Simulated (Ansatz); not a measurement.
# A barrier at the coupled-cluster level

Start structure (CH5ClZn, singlet), relaxed at PBE0-D4/def2-TZVP:

| atom | x (Å) | y (Å) | z (Å) |
| --- | --- | --- | --- |
| Zn1 | -1.0349 | -1.1705 | -1.3718 |
| H2 | 0.1230 | -2.1488 | -1.4926 |
| Cl3 | -2.6835 | 0.1357 | -1.2608 |
| H4 | 0.6558 | -0.3729 | 1.2356 |
| C5 | 0.7158 | 0.6345 | 0.8219 |
| H6 | -0.2848 | 1.0144 | 0.6123 |
| H7 | 1.1986 | 1.2880 | 1.5481 |
| H8 | 1.3100 | 0.6195 | -0.0925 |

The step: ZnHCl ([Cl][ZnH]) + CH₄ → CH₃ClZn ([CH3][Zn][Cl]) + H₂; bonds formed: Zn1–C5, H2–H4; bonds broken: Zn1–H2, H4–C5. Program: Ansatz 0.2.0. Basis: def2-TZVPP and def2-QZVPP. Cores are frozen in the correlated methods. The 3s and 3p shells of Cu and Zn are frozen; filled d shells are correlated. Extrapolation: Hartree–Fock as exp(−7.88 √X), correlation as X^−2.97. Energies below are by CCSD(T) at an estimated basis limit (MP2 extrapolated from triple and quadruple zeta, plus CCSD(T) − MP2 in triple zeta).

Problem. What are the electronic barrier and the energy of the step, from the start structure to the end structure? (Judge from chemistry; the value comes from the calculation.)

Solution. The calculation gives: Barrier 2.466 eV; step energy 0.379 eV (uphill); reverse barrier, their difference, 2.087 eV. Barrier and step energy count from the start structure, the reverse barrier from the end structure.

The saddle point: One imaginary mode of 1628i cm⁻¹.
| pair | start (Å) | saddle (Å) | end (Å) |
| --- | --- | --- | --- |
| Zn1–C5 | 3.34 | 2.14 | 1.92 |
| H2–H4 | 3.30 | 1.11 | 0.75 |
| Zn1–H2 | 1.52 | 1.76 | 3.05 |
| H4–C5 | 1.09 | 1.53 | 3.82 |

Zero-point energy (harmonic, PBE0-D4): ZPE is 1.442 eV at the start and 1.329 eV at the saddle, so the barrier goes from 2.466 to 2.354 eV.

T1 diagnostic: at most 0.014.

Labels in which every atom is bracketed show which atoms are joined, not bond orders.

For scale, one of the runs: CCSD(T)/def2-TZVPP, 207 basis functions, launched by `ansatz run in.yaml --threads 4 --pin off --events-out ev --progress --plain --max-ram 9574MiB`. Hardware: 4 CPU threads of an Arm Neoverse V1, shared host. Wall time 60 s; peak host memory 2.6 GiB.
